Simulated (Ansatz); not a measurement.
System: N, charge 0, quartet.

Hartree-Fock and MP2 correlation energies in hartree (Ansatz, a program for electronic structure). Radicals and triplets start from unrestricted determinants; spin-orbit coupling is neglected. Cores are frozen in correlated methods. No relativity.

```json
[
 {"basis": "cc-pVTZ", "X": "3", "E(HF)": "-54.40069", "E(corr, MP2)": "-0.09593"},
 {"basis": "cc-pVQZ", "X": "4", "E(HF)": "-54.40372", "E(corr, MP2)": "-0.10388"},
 {"basis": "cc-pV5Z", "X": "5", "E(HF)": "-54.40444", "E(corr, MP2)": "withheld"}
]
```

Question: Fit E(corr) = E∞ + A/X³ to X = 3 and 4, predict X = 5, and compare with the run.

Answer: A = (-0.09593 - (-0.10388))/(1/27 - 1/64) = 0.3713; E∞ = -0.10388 - A/64 = -0.10968; at X = 5, E∞ + A/125 = -0.10671. The run gave -0.10709, 0.38 mEh below the prediction. The same form on X = 4 and 5 gives E∞ = -0.11046, 0.78 mEh below the first estimate.
